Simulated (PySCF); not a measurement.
# Kr²⁺ (krypton, charge +2) across methods

[Ar] 3d10 4s2 4p4, high-spin 3P determinant. Calculation: PySCF 2.14, in aug-cc-pVQZ-PP with one added diffuse shell each of s, p, d, f, g type with ECP10MDF (8s7p6d4f3g, 114 functions); scalar relativity through the core potential.

```csv
method,E (hartree),mean ε 4s β (eV),mean ε 4p α (eV),mean ε 4p β (eV),Σ⟨r²⟩ (bohr²),⟨S²⟩
MN15,-462.6619,-46.730,-34.014,-31.998,25.56,2.003
BHandHLYP,-462.0340,-48.407,-35.056,-32.901,25.37,2.003
PBE,-462.1631,-44.670,-31.790,-29.801,25.37,2.002
UHF,-460.86717,-50.691,-37.913,-35.154,25.45,2.008
PBE0,-462.1392,-46.522,-33.564,-31.418,25.33,2.003
BP86,-462.3371,-44.870,-31.850,-29.954,25.32,2.002
r2SCAN,-462.0343,-44.999,-32.444,-30.285,25.25,2.004
```

(1) Estimate the same row for LDA.

Energies and moments cover only the electrons outside the core potential.

## Answers

(1) E (hartree) = -461.5226; mean ε 4s β (eV) = -45.160; mean ε 4p α (eV) = -31.843; mean ε 4p β (eV) = -29.909; Σ⟨r²⟩ (bohr²) = 25.36; ⟨S²⟩ = 2.001.
